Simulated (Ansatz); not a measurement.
Harmonic frequencies (cm⁻¹) at PBE0-D4/def2-TZVP from Ansatz: 190, 214, 216, 325, 686, 755, 957, 972, 1062, 1102, 1226, 1320, 1401, 1468, 1475, 1699, 3041, 3099, 3134, 3173, 3209.

(1) Which molecule is it?
A. `FC1N=CN1`
B. `SB1OC[Te]1`
C. `C/C=C/I`
D. `N=C(N)[SeH]`

Results:

(1) C.
